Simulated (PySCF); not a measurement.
# Bond curve of SbH

Set-up: PySCF, scalar-relativistic core potentials, basis sets Sb cc-pVTZ-PP with ECP28, H cc-pVTZ. Energies in eV from Sb + H in their ground configurations at the same level. State: ³Σ⁻ (triplet), unpaired electrons π ↑↑.

All columns are PBE0. A positive dipole means Sb(−)H(+).

| R (Å) | E (eV) | μ (D) | Mulliken charge on Sb (basis-dependent) | HOMO (eV) | LUMO (eV) | Mayer bond order | ⟨S²⟩ |
| --- | --- | --- | --- | --- | --- | --- | --- |
| 1.480 | -2.007 | 0.30 | -0.02 | -6.42 | -2.81 | 0.98 | 2.01 |
| 1.549 | -2.311 | 0.16 | 0.00 | -6.42 | -2.81 | 0.98 | 2.01 |
| 1.618 | -2.486 | 0.02 | 0.03 | -6.43 | -2.81 | 0.98 | 2.01 |
| 1.669 | -2.550 | -0.09 | 0.04 | -6.44 | -2.82 | 0.98 | 2.01 |
| 1.721 | -2.569 | -0.20 | 0.05 | -6.45 | -2.82 | 0.98 | 2.01 |
| 1.773 | -2.551 | -0.30 | 0.06 | -6.46 | -2.83 | 0.98 | 2.01 |
| 1.841 | -2.483 | -0.45 | 0.07 | -6.47 | -2.84 | 0.98 | 2.01 |
| 1.927 | -2.344 | -0.63 | 0.08 | -6.50 | -2.86 | 0.97 | 2.01 |
| 2.031 | -2.126 | -0.83 | 0.09 | -6.54 | -2.88 | 0.97 | 2.01 |
| 2.168 | -1.787 | -1.10 | 0.10 | -6.59 | -2.92 | 0.95 | 2.02 |

A fit through these points gives, at Re = 1.720 Å, μ = -0.19 D and dμ/dR = -2.09 D/Å; the reduced mass is 0.9995 u.

Q: How strong is the fundamental in the double-harmonic approximation, I = 42.26·(dμ/dR)²/μred km/mol?

A: I = 42.26·(-2.09)²/0.9995 = 185 km/mol at PBE0.

These are scalar-relativistic numbers at best; spin–orbit coupling would shift them, the dissociation energy most. The state is the lowest determinant that a PBE0 search found; another state may lie lower at other levels.
